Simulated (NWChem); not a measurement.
Species: GeHCl2F; SMILES [F][GeH]([Cl])[Cl]

Program: NWChem. Coordinates come from a PBE0/def2-SVP optimisation. Static field.

For level CAM-B3LYP/aug-cc-pVDZ:

```yaml
isotropic polarisability (bohr³): 55.5
anisotropy (bohr³): 16.5
```

Q: How do the values read with level PBE/aug-cc-pVDZ instead?

A: The isotropic polarisability (bohr³) is 58.5 and the anisotropy (bohr³) is 17.9.
